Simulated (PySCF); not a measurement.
**Interval between two levels of Pt³⁺ by level of theory**

Pt³⁺ [Xe] 4f14 5d7 [4F9/2, M_J = 9/2] → Pt³⁺ [Xe] 4f14 5d6 6p1 [6F11/2, M_J = 11/2], as a difference of total energies. Computed with PySCF 2.14 in x2c-SVPall-2c with one added diffuse shell each of s, d type (8s9p10d2f, 99 functions), with the two-component X2C-1e Hamiltonian. Correlated levels: [Kr] 4d10 4f14 frozen; the 22 highest virtual spinors dropped. "Screened" scales the spin-orbit matrix elements by Boettger's factors to mimic the two-electron term; Breit and QED terms are absent.

```csv
method,interval between two levels (cm⁻¹)
GHF (spin-free),149530
GMP2 (spin-free),152840
GHF (screened spin-orbit),151310
GMP2 (screened spin-orbit),154410
```

The labels give the starting determinants; with spin-orbit coupling the two ends relaxed to ⟨J²⟩ = 24.76, ⟨L²⟩ = 13.37, ⟨S²⟩ = 3.43 and ⟨J²⟩ = 35.78, ⟨L²⟩ = 13.49, ⟨S²⟩ = 8.07.
